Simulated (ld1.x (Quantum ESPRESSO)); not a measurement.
# Pseudopotential generation for Cd (Z = 48): TM, PBEsol, scalar-relativistic.

Cd (Z = 48), norm-conserving Troullier–Martins (Kleinman–Bylander form), made with ld1.x (Quantum ESPRESSO) 7.5 (PBEsol, scalar-relativistic). Core [Ar] 3d10, reference 4s2 4p6 4d10 5s1 5p0 (charge +1). Waves: 4s (bound): rc 0.85 bohr; 4p (bound): rc 1.70 bohr; 4d (bound): rc 1.85 bohr. Local part: the d channel. Core correction: none.

Occupied shells without a wave of their own: 5s. They enter only through the test configuration that unscreens the potential.

Q: Does the generator finish with these settings?

A: Yes, a potential is produced.

Q: Estimate the cutoffs (Ry, on a coarse ladder) from which the occupation-weighted sum of valence levels, in a spherical-Bessel basis at the reference potential, stays within 10 and 1 mRy of its value at 400 Ry.

A: 160 Ry and 300 Ry.

Q: What does a ghost test show?

A: No extra level below or beside the all-electron valence levels (s, p, d, f tested).

Q: Which valence shell sets the plane-wave cutoff?

A: 4s: its level needs 260 Ry to come within 1 mRy, against 160 Ry for 5s.

Q: Tests: 4s2 4p6 4d10 5s2 5p0; 4s2 4p6 4d10 5s0 5p0; 4s2 4p6 4d9 5s0 5p0; 4s2 4p6 4d10 5s1 5p1; 4s2 4p6 4d10 5s0 5p1; 4s2 4p5 4d10 5s2 5p0; 4s2 4p6 4d9 5s2 5p1. Which has the largest error in its energy relative to the reference configuration, and how large is it?

A: 4s2 4p5 4d10 5s2 5p0, with -150 meV (all-electron minus pseudo) on +64.82 eV.
